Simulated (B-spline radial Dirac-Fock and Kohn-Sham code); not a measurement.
## X-ray emission lines of Ta⁷⁺

System: Ta⁷⁺, configuration 1s2 2s2 2p6 3s2 3p6 3d10 4s2 4p6 4d10 4f13 5s2 5p5.

Input of the calculation (task.json; shells as n, l, electrons):

```json
{"items": [{
  "Z": 73,
  "q": 7,
  "cfg": [[1, 0, 2], [2, 0, 2], [2, 1, 6], [3, 0, 2], [3, 1, 6], [3, 2, 10], [4, 0, 2], [4, 1, 6], [4, 2, 10], [4, 3, 13], [5, 0, 2], [5, 1, 5]],
  "A": 181,
  "rrms": 5.3507,
  "do": ["binding"]
}]}
```

Command: `python xray_run.py task.json out`

Method: Dirac-Fock ΔSCF + Breit + QED. Computed with an atomic code on a B-spline grid. A line energy is the difference of two single-hole energies; the list is a selection of electric-dipole transitions between resolved j subshells. Electron correlation is not included.

```
 line  energy (eV)  wavelength (Å)
Kβ2''      66940.7         0.18521
  Kβ1      65211.6         0.19013
  Kβ3      64937.8         0.19093
  Kα1      57529.1         0.21552
  Kα2      56273.3         0.22033
  Lγ2      11218.9          1.1051
  Lγ1      10896.8          1.1378
  Lγ5      10566.5          1.1734
  Lβ7       9820.3          1.2625
  Lβ2       9652.7          1.2845
 Lβ15       9641.0          1.2860
  Lβ3       9489.8          1.3065
  Lβ1       9343.0          1.3270
  Lβ6       9310.7          1.3316
  Lβ4       9216.0          1.3453
   Lη       8421.6          1.4722
  Lα1       8145.6          1.5221
  Lα2       8087.2          1.5331
   Lℓ       7165.8          1.7302
   Mγ       1970.2          6.2930
```
